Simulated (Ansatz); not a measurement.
cis-NiCl2(PH3)2 (NiP₂H₆Cl₂), relaxed as a triplet with UKS B3LYP-D4/def2-SVP in Ansatz, starting from the B3LYP-D4/def2-SVP geometry of the neutral singlet. Force threshold 0.02 eV/Å.

The name describes the singlet; other states may take another shape.

Start:

Cartesian coordinates in Å:
```
Ni 0.158 0.580 -0.751
Cl 0.181 0.184 -2.911
Cl 0.612 2.727 -0.855
P 0.150 1.039 1.374
H -0.107 0.044 2.368
H -0.778 2.015 1.799
H 1.349 1.568 1.903
P -0.289 -1.547 -0.717
H 0.674 -2.397 -1.305
H -1.453 -1.951 -1.408
H -0.498 -2.263 0.503
```

| step | energy (eV) | largest force component (eV/Å) | SCF passes |
| --- | --- | --- | --- |
| 1 | -84749.9814 | 1.952 | 129 |
| 2 | -84750.4576 | 1.113 | 40 |
| 3 | -84750.6362 | 0.526 | 42 |
| 4 | -84750.7137 | 0.455 | 44 |
| 5 | -84750.8013 | 0.419 | 37 |
| 6 | -84750.8916 | 0.340 | 33 |
| 7 | -84750.9825 | 0.266 | 34 |
| 8 | -84751.0636 | 0.223 | 34 |
| 9 | -84751.1406 | 0.211 | 35 |
| 10 | -84751.1964 | 0.292 | 34 |
| 11 | -84751.2619 | 0.120 | 36 |
| 12 | -84751.3125 | 0.080 | 34 |
| 13 | -84751.3363 | 0.136 | 37 |
| 14 | -84751.3521 | 0.175 | 35 |
| 15 | -84751.3660 | 0.059 | 32 |
| 16 | -84751.3690 | 0.057 | 30 |
| 17 | -84751.3703 | 0.063 | 29 |
| 18 | -84751.3708 | 0.031 | 29 |
| 19 | -84751.3709 | 0.011 | 23 |

Force components are those of the run's own axes.

End:

| atom | x (Å) | y (Å) | z (Å) |
| --- | --- | --- | --- |
| Ni1 | 0.182 | 0.667 | -0.863 |
| Cl2 | -1.682 | 0.687 | -2.035 |
| Cl3 | 2.249 | 1.396 | -0.659 |
| P4 | -0.372 | 1.309 | 1.334 |
| H5 | -1.597 | 1.025 | 1.996 |
| H6 | -0.367 | 2.716 | 1.492 |
| H7 | 0.529 | 0.974 | 2.375 |
| P8 | 0.269 | -1.686 | -0.846 |
| H9 | 0.503 | -2.217 | -2.138 |
| H10 | -0.917 | -2.397 | -0.535 |
| H11 | 1.202 | -2.475 | -0.120 |

By distances, no bond broke or formed. The bond that changes most is Ni1–P8, from 2.17 to 2.35 Å (atoms count from 1).

No frequencies were taken in this run, so the end may be a saddle point.

It took 98 s on 4 threads of Arm Neoverse V1 on a shared host, peak host memory 0.61 GiB.
